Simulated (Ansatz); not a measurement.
`F[SiH]([SeH])O[SiH3]` + `OB(O)[SiH3]` → `OB([SiH3])O[SiH3]` + `O[SiH](F)[SeH]`  (ligand exchange at the Si–O bond)

Isolated molecules relaxed with PBE0-D4/def2-TZVP in Ansatz; ΔE leaves out vibrations. CCSD(T)/CBS adds triple-zeta CCSD(T) − MP2 to the extrapolated MP2 energy (def2 sets, frozen cores). Functionals use def2-TZVPP. B3LYP here is the variant with VWN-RPA as its local correlation; programs differ in this. For Se outer-core shells are correlated without core-valence functions, which leaves a few kJ/mol of doubt a bond. Scalar relativity is left out up to krypton. Each species was taken in one conformer, which may not be the lowest.

`F[SiH]([SeH])O[SiH3]`:

```xyz
10

F     0.855   -0.851    2.311
Si    1.134   -0.103    0.937
Se    0.706    2.111    1.149
O     0.202   -0.808   -0.177
Si   -0.938   -0.539   -1.332
H     2.562   -0.256    0.604
H    -0.691    1.855    1.528
H    -2.049    0.269   -0.769
H    -1.446   -1.860   -1.769
H    -0.335    0.180   -2.481
```

`OB(O)[SiH3]`:

Cartesian coordinates in Å:
```
O -1.469 0.376 -0.828
B -0.569 0.002 0.125
O -0.910 -0.388 1.387
Si 1.409 0.015 -0.344
H -2.394 0.351 -0.564
H -1.851 -0.391 1.588
H 1.647 0.515 -1.725
H 2.165 0.880 0.604
H 1.973 -1.361 -0.243
```

`OB([SiH3])O[SiH3]`:

```xyz
12

O    -0.890    1.999    0.975
B    -0.374    0.861    0.446
Si    0.776   -0.308    1.659
O    -0.651    0.564   -0.858
Si   -0.252   -0.668   -1.881
H    -1.419    2.490    0.334
H     2.145   -0.467    1.090
H     0.192   -1.674    1.778
H     0.895    0.274    3.021
H     0.471   -0.095   -3.041
H    -1.503   -1.319   -2.338
H     0.610   -1.657   -1.184
```

`O[SiH](F)[SeH]`:

```xyz
7

O     0.664   -0.724   -1.108
Si    0.180    0.521   -0.182
F    -0.640    1.596   -1.025
Se   -1.287   -0.103    1.430
H     0.003   -1.359   -1.391
H     1.411    1.154    0.317
H    -0.331   -1.085    1.961
```

```csv
level,ΔE (kJ/mol),difference from CCSD(T)/CBS
PBE-D4,-2.2,-3.5
r2SCAN-D4,-1.6,-2.9
PBE0-D4,-1.0,-2.3
B3LYP-D4,0.8,-0.5
ωB97M-V,-0.8,-2.1
B2PLYP,0.8,-0.5
r2SCAN,-1.6,-2.9
HF/def2-TZVPP,4.7,3.4
MP2/def2-TZVPP,0.6,-0.7
SCS-MP2/def2-TZVPP,1.5,0.2
CCSD(T)/def2-TZVPP,0.6,-0.7
MP2/def2-QZVPP,1.4,0.1
SCS-MP2/def2-QZVPP,2.2,0.9
HF/CBS(def2),5.9,4.6
MP2/CBS(def2),1.3,0.0
CCSD/CBS(def2),2.2,0.9
CCSD(T)/CBS,1.3,0
```

Largest T1 diagnostic among the species: 0.014.

In def2-TZVPP, CCSD(T) changes the Hartree–Fock value by −4.1 kJ/mol (the triples alone add −0.9 kJ/mol) and MP2 by −4.1 kJ/mol.
